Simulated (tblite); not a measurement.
C₅H₁₁BrOSi.
SMILES with atom numbers: `[CH3:1][CH2:2][C@@H:3]1[CH2:4][C@@H:5]([Br:6])[SiH2:7][O:8]1` (hydrogens: H9, H10, H11 on C1; H12, H13 on C2; H14 on C3; H15, H16 on C4; H17 on C5; H18, H19 on Si7)

Computed with GFN2-xTB (tblite), gas phase: L-BFGS steps from a force-field or distance-geometry start until the largest atomic force falls under 0.01 eV/Å.

Geometry at step 1:
```
atom  x, y, z in Å
C1      2.5977    0.3141    0.7909
C2      1.6482   -0.2388   -0.2684
C3      0.1918   -0.2268    0.1941
C4     -0.7526   -0.8656   -0.8537
C5     -2.1794   -0.4317   -0.5324
Br6    -2.9826   -1.6224    0.7903
Si7    -1.8855    1.2969    0.2188
O8     -0.2538    1.1207    0.4321
H9      2.5357   -0.2689    1.7104
H10     2.3594    1.3516    1.0240
H11     3.6242    0.2680    0.4259
H12     1.9419   -1.2625   -0.5182
H13     1.7428    0.3750   -1.1681
H14     0.1148   -0.7785    1.1495
H15    -0.4887   -0.4745   -1.8476
H16    -0.6338   -1.9545   -0.8807
H17    -2.8356   -0.4416   -1.4000
H18    -2.1710    2.3388   -0.7758
H19    -2.5834    1.5099    1.5014
```

Q: Give the atomic forces at this geometry.

A: 
| atom | Fx (eV/Å) | Fy (eV/Å) | Fz (eV/Å) |
| --- | --- | --- | --- |
| C1 | 0.088 | -0.016 | 0.080 |
| C2 | 0.070 | 0.251 | 0.058 |
| C3 | -0.184 | -0.028 | -0.105 |
| C4 | 0.068 | 0.010 | 0.019 |
| C5 | 0.371 | 0.168 | -0.065 |
| Br6 | -0.047 | -0.088 | 0.045 |
| Si7 | 0.465 | 0.620 | 0.404 |
| O8 | -0.752 | -0.643 | -0.282 |
| H9 | -0.019 | 0.038 | -0.076 |
| H10 | -0.046 | -0.118 | -0.046 |
| H11 | -0.079 | 0.021 | 0.038 |
| H12 | -0.144 | 0.047 | 0.028 |
| H13 | -0.088 | -0.050 | -0.007 |
| H14 | -0.035 | 0.140 | -0.216 |
| H15 | -0.039 | -0.007 | 0.219 |
| H16 | 0.013 | 0.145 | 0.062 |
| H17 | 0.035 | -0.213 | 0.042 |
| H18 | 0.124 | -0.136 | 0.113 |
| H19 | 0.200 | -0.140 | -0.312 |

The largest, 1.03 eV/Å, acts on O8; the rms over all components is 0.214 eV/Å. The forces sum to zero within rounding, as they must for an isolated molecule in no field.

Q: Give the force on O8 in Eh/bohr and in nN.

A: 1.029 eV/Å ÷ 51.422 = 0.02001 Eh/bohr, and 1.029 eV/Å × 1.602 = 1.65 nN.

Q: How far is this geometry from the end of the optimisation?

A: 0.077 eV above it, and 0.124 Å rms away after alignment. The bonds farthest from their final lengths, with half the difference of the two atoms' forces along the bond (positive lengthens):

```csv
bond,now (Å),final (Å),force along bond (eV/Å)
Si7–O8,1.655,1.623,-0.58
Si7–H19,1.476,1.453,-0.30
C3–O8,1.439,1.420,-0.21
C3–C4,1.548,1.533,-0.13
C5–Br6,1.953,1.967,+0.20
C5–Si7,1.908,1.919,+0.30
```

The angle farthest from its final value is Si7–C5–H17, 114.5° against 118.7°.

Of the 6 listed bonds off by 0.010 Å or more, this force points towards the final length in 6.

What follows is the cost of the whole relaxation. On Arm Neoverse N1, one thread, no GPU, shared host with 64 logical CPUs at a one-minute load of 56, this took 1.1 s wall.
